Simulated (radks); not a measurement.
Initial-state core-level shifts of the nickel ion Ni3+ when its valence configuration changes from [Ar] 3d7. All-electron calculation, Dirac Kohn-Sham, BLYP, spin-unpolarised, spherical densities, finite nucleus; open shells are shared between the two j in proportion to 2j + 1; Fermi nuclear charge, rms radius 3.7757 fm. Program: a radial shooting solver on a logarithmic mesh with Libxc functionals. Shifts are changes of the shell-averaged eigenvalues in eV (positive: less bound); the change of the density at the nucleus, which sets a Mossbauer isomer shift, is in e/bohr^3, on a base of 1.961e+04.

| valence | 1s | 2s | 2p | 3s | density at nucleus |
|---|---|---|---|---|---|
| 3d6 4s1 | -9.491 | -10.637 | -10.542 | -8.713 | +20.022 |
| 3d6 4p1 | -10.795 | -11.914 | -11.811 | -10.013 | +3.668 |
| 3d5 4p2 | -22.569 | -25.015 | -24.799 | -20.534 | +8.226 |
| 3d5 4s1 4p1 | -21.354 | -23.809 | -23.604 | -19.322 | +26.569 |
| 3d4 4s1 4p2 | -34.110 | -38.065 | -37.744 | -30.299 | +34.044 |
| 3d6.5 4p0.5 | -5.264 | -5.797 | -5.747 | -4.928 | +1.720 |
| 3d5 4s2 | -20.104 | -22.572 | -22.377 | -18.079 | +44.334 |
| 3d4 4p3 | -35.233 | -39.195 | -38.861 | -31.426 | +13.641 |
| 3d6.5 4s0.5 | -4.597 | -5.147 | -5.101 | -4.263 | +9.494 |
